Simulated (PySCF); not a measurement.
## How methods differ on the ionisation energy of V³⁺

V³⁺ [Ar] 3d2 [3d3/2^2, M_J = 2] → V⁴⁺ [Ar] 3d1 [3d3/2^1, M_J = 3/2], as a difference of total energies. Calculation: PySCF 2.14, in x2c-SVPall-2c; the two-component X2C-1e Hamiltonian. Correlated levels: [Ne] frozen; the 6 highest virtual spinors dropped. "Screened" scales the spin-orbit matrix elements by Boettger's factors to mimic the two-electron term; Breit and QED terms are absent.

```tsv
method	ionisation energy (eV)
GHF (spin-free)	47.058
GMP2 (spin-free)	46.994
GHF (screened spin-orbit)	47.059
GMP2 (screened spin-orbit)	46.989
```

Question: How much does correlation contribute at GMP2 (screened spin-orbit)?

Answer: 46.989 − (47.059) = -0.070 eV, measured against GHF (screened spin-orbit).

Errors of the correlated levels include the incompleteness of this basis and the frozen core.

The labels give the starting determinants; with spin-orbit coupling the two ends relaxed to ⟨J²⟩ = 7.81, ⟨L²⟩ = 12.00, ⟨S²⟩ = 2.00 and ⟨J²⟩ = 3.88, ⟨L²⟩ = 6.01, ⟨S²⟩ = 0.75.

The determinant of V³⁺ mixes levels of different J (the jj label is only the starting occupation), so the difference between spin-free and spin-orbit rows is not the physical spin-orbit shift.

For comparison: 46.709 ± 0.005 eV (measured; NIST Atomic Spectra Database, ionization energies).
